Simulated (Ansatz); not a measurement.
Ansatz (a program for electronic structure) input:

Ansatz 0.2 input:
```yaml
crystal:
  periodic: [false, false, false]
  atoms:
    - {symbol: Sn, position_ang: [-0.29848630, 0.39766757, -0.25872627]}
    - {symbol: O, position_ang: [-1.41522141, -1.25126032, -0.29809351]}
    - {symbol: Cl, position_ang: [1.54388745, -0.58078211, 0.90123890]}
basis:
  gaussian:
    orbitals: def2-TZVP
hamiltonian:
  xc: {name: wB97X-V}
magnetization: {spin_polarized: true, initial_magnetization: 1}
relax: {f_tol: 0.003, max_steps: 100}
```

**Question.** What final total energy does it print?

**Answer.** -749.65484 Eh (wB97X-V/def2-TZVP). The basis has 118 functions.

It need not be the lowest isomer of its formula.
